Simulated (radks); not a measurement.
Spherical quantum dot in the effective-mass picture: electrons in a hard-walled sphere of radius 6.22, with a point charge +1 (a donor) at the centre, all in effective atomic units (hartree* = m*/eps^2 hartree, bohr* = eps/m* bohr), one dielectric constant everywhere. Calculated with a radial shooting solver with Libxc functionals: non-relativistic Kohn-Sham, exchange-only LDA, spin-polarised, spherical densities. Levels are named by radial order and angular momentum (1s, 1p, 1d, 2s, ...), and open shells are averaged over m. Results are scaled to m* = 0.049 and eps = 14.2, for which hartree* = 6.613 meV and bohr* = 15.34 nm. Each electron was tried in the lowest free levels, single moves between levels near the top were tried too, and the lowest total energy was kept; such a search can miss a lower state. At N = 1 the Hartree and exchange-correlation terms need not cancel, so that row can carry a self-interaction error.

\begin{tabular}{lrrrrrr}
N & open shells & 2S & mu = E(N) - E(N-1) (meV) & addition energy mu(N+1) - mu(N) (meV) & e(HOMO) (meV) & rms radius (nm) \\ \hline
1 & 1s(up 1, down 0) & 1 & -3.0150 & 3.369 & -1.6052 & 27.76 \\
2 & none & 0 & 0.35387 & 2.855 & 1.1364 & 37.40 \\
3 & 1p(up 1, down 0) & 1 & 3.2092 & 1.259 & 3.8214 & 47.51 \\
4 & 1p(up 2, down 0) & 2 & 4.4687 & 1.314 & 5.1224 & 52.44 \\
5 & 1p(up 3, down 0) & 3 & 5.7824 & 1.902 & 6.4436 & 55.58 \\
6 & 1p(up 3, down 1) & 2 & 7.6841 & 1.167 & 8.2457 & 57.90 \\
7 & 1p(up 3, down 2) & 1 & 8.8512 & 1.242 & 9.4664 & 59.66 \\
8 & none & 0 & 10.093 & 1.847 & 10.723 & 61.08 \\
9 & 2s(up 1, down 0) & 1 & 11.940 & 1.585 & 12.702 & 61.95 \\
10 & 1d(up 1, down 0) 2s(up 1, down 0) & 2 & 13.524 & 1.240 & 14.143 & 63.10 \\
11 & 1d(up 2, down 0) 2s(up 1, down 0) & 3 & 14.765 & 1.246 & 15.387 & 64.08 \\
12 & 1d(up 3, down 0) 2s(up 1, down 0) & 4 & 16.011 & 1.250 & 16.665 & 64.92 \\
13 & 1d(up 4, down 0) 2s(up 1, down 0) & 5 & 17.261 & 1.251 & 17.991 & 65.66 \\
14 & 1d(up 5, down 0) 2s(up 1, down 0) & 6 & 18.512 & 1.706 & 19.317 & 66.31 \\
15 & 1d(up 5, down 1) 2s(up 1, down 0) & 5 & 20.218 & 1.206 & 20.819 & 66.91 \\
16 & 1d(up 5, down 2) 2s(up 1, down 0) & 4 & 21.424 & 1.215 & 22.031 & 67.45 \\
17 & 1d(up 5, down 3) 2s(up 1, down 0) & 3 & 22.640 & 1.221 & 23.317 & 67.94 \\
18 & 1d(up 5, down 4) 2s(up 1, down 0) & 2 & 23.861 & 1.225 & 24.649 & 68.39 \\
19 & 2s(up 1, down 0) & 1 & 25.086 & 2.219 & 25.978 & 68.80 \\
20 & 2s(up 1, down 0) 1f(up 1, down 0) & 2 & 27.306 & 1.214 & 27.912 & 69.23 \\
21 & 2s(up 1, down 0) 1f(up 2, down 0) & 3 & 28.520 & 1.216 & 29.127 & 69.62 \\
22 & 2s(up 1, down 0) 1f(up 3, down 0) & 4 & 29.736 & 1.217 & 30.344 & 69.99 \\
23 & 2s(up 1, down 0) 1f(up 4, down 0) & 5 & 30.953 & 1.218 & 31.562 & 70.33 \\
24 & 2s(up 1, down 0) 1f(up 5, down 0) & 6 & 32.171 & 1.219 & 32.780 & 70.65 \\
25 & 2s(up 1, down 0) 1f(up 6, down 0) & 7 & 33.389 & - & 33.999 & 70.95 \\
\end{tabular}

All shells are closed at N = 2, 8 (there: 1s2 1p6); the second difference of the energy has clear peaks (12 % above both neighbours; the first and last values, which can be the largest, are not judged, and half-filled shells can peak too) at N = 5, 8, 14, 19.
